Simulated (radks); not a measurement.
Valence configurations of Dy IV (all share [Xe]). Method: non-relativistic Kohn-Sham, r2SCAN, spin-polarised, spherical densities, point nucleus; open shells are filled with parallel spins first (spin-orbit coupling, left out, can overturn this in heavy ions); meta-GGA in the generalised Kohn-Sham scheme; relativity is left out, which matters for an element this heavy; computed with a radial shooting solver on a logarithmic mesh with Libxc functionals. Energies are relative to 4f9; eigenvalues in eV for spin up.

4f9: E (eV) 0.000; moment (Bohr magnetons) 5; e(4f) -41.249
4f8.5 5d0.5: E (eV) 5.673; moment (Bohr magnetons) 6; e(4f) -45.449; e(5d) -26.696
4f8 5d1: E (eV) 12.401; moment (Bohr magnetons) 7; e(4f) -49.798; e(5d) -27.959
4f8 5d0.5 6s0.5: E (eV) 15.245; moment (Bohr magnetons) 7; e(4f) -51.781; e(5d) -29.242; e(6s) -23.711
4f8 6s1: E (eV) 17.976; moment (Bohr magnetons) 7; e(4f) -53.715; e(6s) -24.951
4f8 6p1: E (eV) 22.917; moment (Bohr magnetons) 7; e(4f) -54.642; e(6p) -20.333
4f7 5d2: E (eV) 29.393; moment (Bohr magnetons) 9; e(4f) -58.916; e(5d) -30.322
4f6 5d1 6s2: E (eV) 81.495; moment (Bohr magnetons) 7; e(4f) -76.483; e(5d) -37.708; e(6s) -27.521
4f6 5d1 6p2: E (eV) 90.466; moment (Bohr magnetons) 9; e(4f) -78.035; e(5d) -39.037; e(6p) -23.457
4f6 5d0.5 6s0.5 6p2: E (eV) 95.509; moment (Bohr magnetons) 9; e(4f) -80.114; e(5d) -40.200; e(6p) -24.169; e(6s) -29.985

NIST lists [Xe] 4f9 as the ground configuration; this level of theory agrees among the configurations tried. The energies are those of spherical high-spin densities, not of single terms. Relativity is left out, which favours d and f over s occupation in heavy atoms.
